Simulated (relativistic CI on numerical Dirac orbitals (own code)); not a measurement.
Radial Dirac CI calculation of I3+.

Command:

```sh
python run_levels.py task.json out
```

Input:

```
atom I  Z=53  charge=3  electrons=50
nucleus A=127  rms_radius_fm=4.7500
hamiltonian dirac-coulomb  breit=on  qed=on  c_scale=1
orbitals kli  potential=per-configuration
slater_scale 1
correlation none
mixing on
grid step=0.0125 r_max=50.3
scf mixing=0.4 start=green max_iterations=150 tolerance=2e-08 node_fill=0.05
configurations
  [Kr] 4d10 5s2 5p2
end
```

Output:

```
SCF 1: [Kr] 4d10 5s2 5p2
 iter      energy (Ha)   residual   last orbital (Ha)
    1     -7094.261270   2.26e+00     -2.10265
    2     -7111.318347   8.15e-01     -1.59883
    3     -7113.562024   1.45e-01     -1.41354
    4     -7113.633841   7.18e-02     -1.42979
    5     -7113.646622   1.74e-02     -1.41537
    6     -7113.645893   4.10e-03     -1.40850
    7     -7113.646301   3.58e-04     -1.41011
    8     -7113.646284   1.16e-04     -1.41019
    9     -7113.646276   6.78e-06     -1.41014
   10     -7113.646276   9.80e-07     -1.41014
   11     -7113.646276   6.65e-09     -1.41014
orbital energies (Ha): 4s -7.9701  4p1/2 -6.3021  4p3/2 -5.9050  4d3/2 -3.2224  4d5/2 -3.1600  5s -1.8647  5p1/2 -1.4610  5p3/2 -1.4101
configuration averages (Ha): Dirac-Coulomb, Breit, QED
  5p2                          -7113.646276    5.406625    3.605457
levels: no., configuration, term, J, E (cm-1), weight
   1 5p2                    3P   0                0.0  0.94
   2 5p2                    3P   1             6326.6  1.00
   3 5p2                    3P   2            11253.1  0.81
   4 5p2                    1D   2            24631.8  0.81
   5 5p2                    1S   0            42850.9  0.94
lowest total energy -7104.707477 Ha
end: converged
```

With so few configurations and no correlation, terms lie too far apart (by 10 to 50 % or more near neutrality), their order can be wrong, and levels of other configurations are missing.
